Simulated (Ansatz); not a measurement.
Reaction (homolysis of the S–Si bond): `C[Si](O)(O)S` → `[SH]`• + `C[Si](O)O`•

Computed with Ansatz on PBE0-D4/def2-TZVP structures; ΔE is electronic, products minus reactants. CCSD(T)/CBS is the MP2 limit (def2-TZVPP, def2-QZVPP) plus CCSD(T) − MP2 in def2-TZVPP, frozen cores. This one scheme is used for every species. Functionals use def2-TZVPP. B3LYP here is the variant with VWN-RPA as its local correlation; programs differ in this. HSE06 is defined as in plane-wave codes. Open shells (•) are unrestricted, without spin–orbit coupling. One conformer a species, not always the lowest.

`C[Si](O)(O)S`:

Z-matrix (Å, degrees):
```
C
Si 1 1.848
H 1 1.092 2 111.0
H 1 1.093 2 109.7 3 -119.4
H 1 1.092 2 111.1 3 120.5
O 2 1.642 1 114.2 3 179.8
O 2 1.633 1 106.0 3 61.5
S 2 2.148 1 112.0 3 -61.8
H 6 0.958 2 117.9 1 77.5
H 7 0.959 2 117.1 1 -176.8
H 8 1.343 2 94.4 1 45.3
```

`[SH]`•:

```xyz
2

S     0.191   -0.471    0.441
H    -0.191    0.471   -0.441
```

`C[Si](O)O`•:

```xyz
9

C    -0.429    1.222   -0.243
Si   -0.133   -0.620   -0.277
O    -0.809   -1.194    1.111
O     1.478   -1.005   -0.215
H    -1.499    1.437   -0.203
H    -0.010    1.704   -1.128
H     0.048    1.642    0.648
H    -0.578   -2.090    1.362
H     1.930   -1.096   -1.055
```

| level | ΔE (kJ/mol) | difference from CCSD(T)/CBS |
| --- | --- | --- |
| LDA (SPW92) | 457.1 | 39.7 |
| PBE-D4 | 403.2 | -14.2 |
| BLYP-D4 | 385.5 | -31.9 |
| r2SCAN-D4 | 398.9 | -18.5 |
| B97M-V | 418.7 | 1.3 |
| PBE0-D4 | 406.2 | -11.2 |
| B3LYP-D4 | 394.4 | -23.0 |
| r2SCANh-D4 | 398.5 | -18.9 |
| r2SCAN0-D4 | 397.9 | -19.5 |
| HSE06-D4 | 406.1 | -11.3 |
| BHLYP-D4 | 395.3 | -22.1 |
| CAM-B3LYP-D4 | 397.6 | -19.8 |
| ωB97X-V | 415.9 | -1.5 |
| ωB97M-V | 422.8 | 5.4 |
| PBE-QIDH | 412.9 | -4.5 |
| PBE | 393.5 | -23.9 |
| revPBE | 371.7 | -45.7 |
| BLYP | 365.2 | -52.2 |
| r2SCAN | 396.4 | -21.0 |
| PBE0 | 397.7 | -19.7 |
| B3LYP | 378.6 | -38.8 |
| r2SCANh | 395.8 | -21.6 |
| r2SCAN0 | 394.9 | -22.5 |
| HSE06 | 398.1 | -19.3 |
| BHLYP | 382.0 | -35.4 |
| LC-ωPBE | 395.2 | -22.2 |
| RPA@PBE/def2-TZVPP | 377.7 | -39.7 |
| HF/def2-SVP | 302.6 | -114.8 |
| MP2/def2-SVP | 394.8 | -22.6 |
| CCSD/def2-SVP | 376.1 | -41.3 |
| HF/def2-TZVPP | 302.5 | -114.9 |
| MP2/def2-TZVPP | 420.5 | 3.1 |
| SCS-MP2/def2-TZVPP | 411.4 | -6.0 |
| CCSD(T)/def2-TZVPP | 404.2 | -13.2 |
| HF/def2-QZVPP | 300.4 | -117.0 |
| MP2/def2-QZVPP | 427.4 | 10.0 |
| SCS-MP2/def2-QZVPP | 419.2 | 1.8 |
| HF/CBS(def2) | 300.1 | -117.3 |
| MP2/CBS(def2) | 433.7 | 16.3 |
| CCSD/CBS(def2) | 407.8 | -9.6 |
| CCSD(T)/CBS | 417.4 | 0 |

Largest T1 diagnostic among the species: 0.014.

From PBE to PBE0 (25 % exact exchange), in def2-TZVPP and without D4, ΔE moves by +4.2 kJ/mol. In def2-TZVPP, CCSD(T) changes the Hartree–Fock value by +101.6 kJ/mol (the triples alone add +9.6 kJ/mol) and MP2 by +118.0 kJ/mol; breaking electron pairs costs correlation energy, which Hartree–Fock lacks. Leaving LDA and LC-ωPBE aside and taking each functional with its dispersion term where it has one, the values spread over 37.4 kJ/mol, from BLYP-D4 to ωB97M-V. LDA lies +63.7 kJ/mol from PBE without D4, its usual overbinding.

CCSD(T)/CBS has its own doubt, a few kJ/mol and more with outer-core shells, so smaller differences from it don't rank the levels.
